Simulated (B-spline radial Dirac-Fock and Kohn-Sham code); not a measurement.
Muonic isotope shifts in bismuth

Level of theory: the Dirac equation of a negative muon with reduced mass in the field of a spherical finite nucleus, with the Uehling potential to all orders; nuclear polarisation, deformation, hyperfine structure, self-energy, higher-order vacuum polarisation, relativistic recoil and electron screening are left out; a radial atomic solver. Nuclear charge: Fermi distribution (skin thickness 2.3 fm); radii from Angeli and Marinova (2013). Reference ²⁰⁷Bi, radius 5.5103 fm: 2p3/2 → 1s1/2 6041 keV, 3d5/2 → 2p3/2 2555 keV.

```csv
A,radius (fm),δ⟨r²⟩ (fm²),shift 2p3/2 → 1s (keV),shift 3d5/2 → 2p3/2 (keV)
202,5.484,-0.289,+24.74,+2.65
203,5.4911,-0.211,+18.04,+1.93
204,5.4934,-0.186,+15.88,+1.71
205,5.5008,-0.105,+8.92,+0.96
206,5.5034,-0.076,+6.48,+0.70
208,5.5147,+0.049,-4.12,-0.44
209,5.5211,+0.119,-10.11,-1.09
210,5.53,+0.217,-18.43,-2.00
212,5.5489,+0.427,-36.03,-3.92
213,5.5586,+0.535,-45.03,-4.91
```

Values without a named source are computed, but for edge energies of neutral atoms, which are taken from tables.
